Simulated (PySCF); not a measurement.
# B+ (boron, charge +1) across methods

[He] 2s1 2p1, high-spin 3P determinant (an excited configuration). All numbers are calculated (PySCF 2.14, no relativity, point nucleus, in aug-cc-pwCVQZ (9s8p6d4f2g, 109 functions)).

```tsv
method	E (hartree)	mean ε 1s β (eV)	mean ε 2s α (eV)	mean ε 2p α (eV)	Σ⟨r²⟩ (bohr²)	⟨S²⟩
PBE0	-24.1574	-199.90	-22.148	-16.273	7.837	2.000
TPSSh	-24.1969	-197.40	-21.309	-15.489	7.800	2.000
PBE	-24.1474	-192.63	-20.506	-14.742	7.873	2.000
r2SCAN	-24.1832	-195.72	-20.941	-15.126	7.800	2.000
M06	-24.1806	-200.47	-21.831	-15.987	7.895	2.000
UHF	-24.12234	-220.98	-26.704	-20.588	7.829	2.000
M06-L	-24.1944	-196.16	-20.804	-15.105	7.770	2.000
```

(1) Estimate the same row for LDA.

Results:

(1) E (hartree) = -23.8883; mean ε 1s β (eV) = -190.72; mean ε 2s α (eV) = -20.401; mean ε 2p α (eV) = -14.560; Σ⟨r²⟩ (bohr²) = 7.954; ⟨S²⟩ = 2.000.
